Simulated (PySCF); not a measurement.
# Two-component Hartree-Fock for Tb⁻ (terbium, charge -1)

Start: [Xe] 4f9 6s2 6p1; 4f5/2 filled at m_j = -5/2, -3/2, -1/2, +1/2, +3/2, +5/2; 4f7/2 filled at m_j = +3/2, +5/2, +7/2; 6p1/2 filled at m_j = -1/2. Calculated with PySCF 2.14 in x2c-SVPall-2c with one added diffuse shell each of s, p, d, f type (8s11p10d4f1g, 128 functions): generalised Hartree-Fock with the X2C-1e Hamiltonian and a Gaussian nucleus; one run each with spin-orbit coupling (SO) switched off, then screened by Boettger's factors.

```json
{"spinor shell": "1s1/2", "electrons": "2", "ε, spin-free (eV)": "-52249.9", "ε, screened SO (eV)": "-52239.6", "weight of nominal j (screened SO)": "1.000", "rms radius, screened SO (bohr)": "0.0245"}
{"spinor shell": "2s1/2", "electrons": "2", "ε, spin-free (eV)": "-8780.9", "ε, screened SO (eV)": "-8777.6", "weight of nominal j (screened SO)": "1.000", "rms radius, screened SO (bohr)": "0.0989"}
{"spinor shell": "2p1/2", "electrons": "2", "ε, spin-free (eV)": "-7797.9", "ε, screened SO (eV)": "-8324.8", "weight of nominal j (screened SO)": "1.000", "rms radius, screened SO (bohr)": "0.0846"}
{"spinor shell": "3s1/2", "electrons": "2", "ε, spin-free (eV)": "-1996.0", "ε, screened SO (eV)": "-1994.9", "weight of nominal j (screened SO)": "1.000", "rms radius, screened SO (bohr)": "0.255"}
{"spinor shell": "3p1/2", "electrons": "2", "ε, spin-free (eV)": "-1686.7", "ε, screened SO (eV)": "-1797.7", "weight of nominal j (screened SO)": "1.000", "rms radius, screened SO (bohr)": "0.246"}
{"spinor shell": "3p3/2", "electrons": "4", "ε, spin-free (eV)": "-1686.7", "ε, screened SO (eV)": "-1638.5", "weight of nominal j (screened SO)": "1.000", "rms radius, screened SO (bohr)": "0.260"}
{"spinor shell": "3d3/2", "electrons": "4", "ε, spin-free (eV)": "-1281.9", "ε, screened SO (eV)": "-1302.5", "weight of nominal j (screened SO)": "0.998", "rms radius, screened SO (bohr)": "0.232"}
{"spinor shell": "3d5/2", "electrons": "6", "ε, spin-free (eV)": "-1281.9", "ε, screened SO (eV)": "-1267.2", "weight of nominal j (screened SO)": "0.999", "rms radius, screened SO (bohr)": "0.236"}
{"spinor shell": "4s1/2", "electrons": "2", "ε, spin-free (eV)": "-416.34", "ε, screened SO (eV)": "-415.98", "weight of nominal j (screened SO)": "1.000", "rms radius, screened SO (bohr)": "0.576"}
{"spinor shell": "4p1/2", "electrons": "2", "ε, spin-free (eV)": "-311.90", "ε, screened SO (eV)": "-338.03", "weight of nominal j (screened SO)": "0.986", "rms radius, screened SO (bohr)": "0.593"}
{"spinor shell": "4p3/2", "electrons": "4", "ε, spin-free (eV)": "-311.90", "ε, screened SO (eV)": "-300.36", "weight of nominal j (screened SO)": "0.993", "rms radius, screened SO (bohr)": "0.622"}
{"spinor shell": "4d3/2", "electrons": "4", "ε, spin-free (eV)": "-165.39", "ε, screened SO (eV)": "-173.52", "weight of nominal j (screened SO)": "0.790", "rms radius, screened SO (bohr)": "0.671"}
{"spinor shell": "4d5/2", "electrons": "6", "ε, spin-free (eV)": "-165.39", "ε, screened SO (eV)": "-159.65", "weight of nominal j (screened SO)": "0.860", "rms radius, screened SO (bohr)": "0.679"}
{"spinor shell": "5s1/2", "electrons": "2", "ε, spin-free (eV)": "-54.903", "ε, screened SO (eV)": "-54.814", "weight of nominal j (screened SO)": "1.000", "rms radius, screened SO (bohr)": "1.43"}
{"spinor shell": "5p1/2", "electrons": "2", "ε, spin-free (eV)": "-27.652", "ε, screened SO (eV)": "-31.417", "weight of nominal j (screened SO)": "0.940", "rms radius, screened SO (bohr)": "1.62"}
{"spinor shell": "5p3/2", "electrons": "4", "ε, spin-free (eV)": "-27.652", "ε, screened SO (eV)": "-25.958", "weight of nominal j (screened SO)": "0.970", "rms radius, screened SO (bohr)": "1.74"}
{"spinor shell": "4f5/2", "electrons": "6", "ε, spin-free (eV)": "-10.566", "ε, screened SO (eV)": "-10.134", "weight of nominal j (screened SO)": "0.723", "rms radius, screened SO (bohr)": "0.988"}
{"spinor shell": "4f7/2", "electrons": "3", "ε, spin-free (eV)": "-10.566", "ε, screened SO (eV)": "-11.135", "weight of nominal j (screened SO)": "0.807", "rms radius, screened SO (bohr)": "0.972"}
{"spinor shell": "6s1/2", "electrons": "2", "ε, spin-free (eV)": "-1.836", "ε, screened SO (eV)": "-1.821", "weight of nominal j (screened SO)": "0.990", "rms radius, screened SO (bohr)": "5.29"}
{"spinor shell": "6p1/2", "electrons": "1", "ε, spin-free (eV)": "0.187", "ε, screened SO (eV)": "0.154", "weight of nominal j (screened SO)": "0.522", "rms radius, screened SO (bohr)": "8.43"}
```

Problem. Where does 2p3/2 lie, and what is the 2p spin-orbit splitting (screened SO)?

Solution. At -7573.0 eV, 751.81 eV above 2p1/2.

| quantity | spin-free | screened SO |
| --- | --- | --- |
| E (hartree) | -11700.23789 | -11708.31159 |
| M_J | 7 | 7 |
| ⟨J²⟩ | 58.150 | 58.695 |
| ⟨L²⟩ | 22.103 | 22.818 |
| ⟨S²⟩ | 12.047 | 11.794 |

The configuration of this anion was assumed by filling the next shell in order. It is not the known or likely ground configuration (Ca⁻, Sr⁻ and Ba⁻, for instance, bind a p electron), so these values are not the electron affinity of the element. At GHF the highest occupied level has a positive energy, so only the finite basis holds that electron. The determinant has a definite M_J but mixes levels of different J.

Each row is a mean over spinors that exchange with the open shell spreads, by up to 15.175 eV (4d5/2).

Rows whose weight is well below 1 are mixtures of j = l ± 1/2: exchange outweighs spin-orbit coupling there, and the label is only the starting occupation.

Breit and QED terms are absent; they matter most for the inner s and p1/2 levels.

Densities and radii are taken from the X2C orbitals without a picture-change correction, which distorts them close to the nucleus.

Without spin-orbit coupling the j labels of p, d and f shells carry no meaning; the spin-free column gives the mean over the occupied spinors of each nl shell, and its ⟨J²⟩ belongs to a mixture of degenerate components.
